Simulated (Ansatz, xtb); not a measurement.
Relative energy of two isomers of C5H2F3N

We compare a, `N#CCC#CC(F)(F)F`, a singlet, with b, `C#C[C@@H](C#N)C(F)(F)F`, a singlet. Both are isolated molecules in the gas phase, relaxed with B3LYP-D3(BJ)/def2-SVP.

Question: Estimate E(b) − E(a) at the level CCSD(T)/def2-SVP + ΔMP2/def2-TZVPP.

Answer: Too close to call at this level: CCSD(T)/def2-SVP + ΔMP2/def2-TZVPP gives E(b) − E(a) = −0.41 kcal/mol.

The same difference at several levels:

```json
{"level": "GFN2-xTB", "geometry": "GFN2-xTB", "E(b) − E(a) (kcal/mol)": "+4.30", "departure from the last row (kcal/mol)": "+4.71", "job, with rough time for the two": "optimisation, 0.13 s"}
{"level": "HF/STO-3G", "geometry": "GFN2-xTB", "E(b) − E(a) (kcal/mol)": "+3.56", "departure from the last row (kcal/mol)": "+3.97", "job, with rough time for the two": "single point, 0.58 s"}
{"level": "r2SCAN-D4/def2-SVP", "geometry": "GFN2-xTB", "E(b) − E(a) (kcal/mol)": "+1.53", "departure from the last row (kcal/mol)": "+1.94", "job, with rough time for the two": "single point, 5.7 s"}
{"level": "B3LYP-D3(BJ)/def2-SVP", "geometry": "B3LYP-D3(BJ)/def2-SVP", "E(b) − E(a) (kcal/mol)": "+1.11", "departure from the last row (kcal/mol)": "+1.53", "job, with rough time for the two": "optimisation, 48 s"}
{"level": "HF/def2-SVP", "geometry": "B3LYP-D3(BJ)/def2-SVP", "E(b) − E(a) (kcal/mol)": "+1.31", "departure from the last row (kcal/mol)": "+1.72", "job, with rough time for the two": "part of the CCSD(T) run"}
{"level": "MP2/def2-SVP", "geometry": "B3LYP-D3(BJ)/def2-SVP", "E(b) − E(a) (kcal/mol)": "−0.49", "departure from the last row (kcal/mol)": "−0.08", "job, with rough time for the two": "part of the CCSD(T) run"}
{"level": "CCSD(T)/def2-SVP", "geometry": "B3LYP-D3(BJ)/def2-SVP", "E(b) − E(a) (kcal/mol)": "−0.68", "departure from the last row (kcal/mol)": "−0.26", "job, with rough time for the two": "single point"}
{"level": "CCSD(T)/def2-SVP + ΔMP2/def2-TZVPP", "geometry": "B3LYP-D3(BJ)/def2-SVP", "E(b) − E(a) (kcal/mol)": "−0.41", "departure from the last row (kcal/mol)": "", "job, with rough time for the two": "single point, 2.9 min"}
```

As drawn, both hold the same kinds of bond in the same numbers.

The largest departure from CCSD(T)/def2-SVP + ΔMP2/def2-TZVPP is that of GFN2-xTB, 4.71 kcal/mol. The last row adds to CCSD(T) the change of the MP2 difference between the two basis sets, here +0.26 kcal/mol.

With thermal terms from frequencies at re-optimised GFN2-xTB minima (ideal gas, soft modes damped towards free rotors, one conformer each, 298.15 K, 1 atm): on the last row, ΔE + ΔZPE = −0.75, ΔH = −0.84, ΔG = +0.07 kcal/mol.

The correlated steps freeze 9 core orbitals. Mirror images aren't counted in ΔG. Programs: Ansatz 0.2.0, xtb 6.7.1; the last row on 2 threads of Arm Neoverse V2 on a shared host.
